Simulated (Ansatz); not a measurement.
`[Cl][Sc]([Cl])[Cl]` and `[F][Sc]([Cl])[Cl]` differ in one atom or group.

Ansatz, PBE0-D4/def2-TZVP geometries, multiplicity 1. 

Scalar relativity is left out up to krypton.

```tsv
property	`[Cl][Sc]([Cl])[Cl]`
HOMO–LUMO gap (PBE/def2-TZVPP) / eV	3.72
HOMO–LUMO gap (PBE0/def2-TZVPP) / eV	6.03
size of the dipole moment (ωB97M-V/def2-TZVPP) / D	0.01
size of the dipole moment (B3LYP/def2-TZVPP) / D	0.01
HOMO energy (PBE0/def2-TZVPP) / eV	-9.26
size of the dipole moment (PBE/def2-TZVPP) / D	0.01
```

**Question.** What does the change do to each property? (An estimate is asked.)

**Answer.** The calculation gave: 
```tsv
property	`[F][Sc]([Cl])[Cl]`	shift
HOMO–LUMO gap (PBE/def2-TZVPP) / eV	3.90	0.18
HOMO–LUMO gap (PBE0/def2-TZVPP) / eV	6.24	0.21
size of the dipole moment (ωB97M-V/def2-TZVPP) / D	0.40	0.39
size of the dipole moment (B3LYP/def2-TZVPP) / D	0.33	0.32
HOMO energy (PBE0/def2-TZVPP) / eV	-9.32	-0.06
size of the dipole moment (PBE/def2-TZVPP) / D	0.39	0.38
```

With PBE0 the HOMO falls by 0.06 eV and the LUMO rises by 0.15 eV, so the gap widens by about 0.21 eV. PBE moves the HOMO by -0.02 eV and ωB97M-V by -0.10 eV.

B3LYP here is the variant with VWN-RPA as its local correlation; programs differ in this.
